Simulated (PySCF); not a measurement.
# First hyperpolarisability: `C#CB(F)F`, C2HBF2

Geometry:
```tsv
atom	x (Å)	y (Å)	z (Å)
C1	1.606	-0.069	0.086
C2	0.393	-0.045	0.043
B3	-1.132	-0.003	-0.021
F4	-1.753	1.014	-0.577
F5	-1.868	-0.975	0.474
H6	2.681	-0.088	0.124
```

Theory: PySCF, quadratic response CAM-B3LYP/def2-SVPD first hyperpolarisability, Taylor convention, gas phase. Geometry: PBE0-D3(BJ)/def2-SVP.

Problem. What is the first hyperpolarisability, and how does it disperse?

Solution. In au, Taylor convention; the vector part is βᵢ = ⅓ Σⱼ (βᵢⱼⱼ + βⱼᵢⱼ + βⱼⱼᵢ); β∥ is 3/5 of the vector part along the dipole, the dipole points from − to +:
```tsv
process	λ (nm)	β vector norm	β∥	β HRS	depolarisation ratio
static β(0;0,0)	∞	1.8	0.9	20.6	1.50
second harmonic β(−2ω;ω,ω)	1064	10.2	6.1	24.0	1.55
Pockels β(−ω;ω,0)	1064	4.2	2.4	–	–
second harmonic β(−2ω;ω,ω)	800	19.3	11.6	27.6	1.63
Pockels β(−ω;ω,0)	800	6.3	3.7	–	–
```

Problem. Which lowest excitations, dipole and polarisabilities go with it?

Solution. S1 5.25 eV (f = 0.000); S2 6.06 eV (f = 0.039); S3 6.77 eV (f = 0.000); dipole 2.04 D; isotropic α 35.4 au static, 35.7 au at 1064 nm, 36.0 au at 800 nm, 36.7 au at 532 nm, 37.8 au at 400 nm.
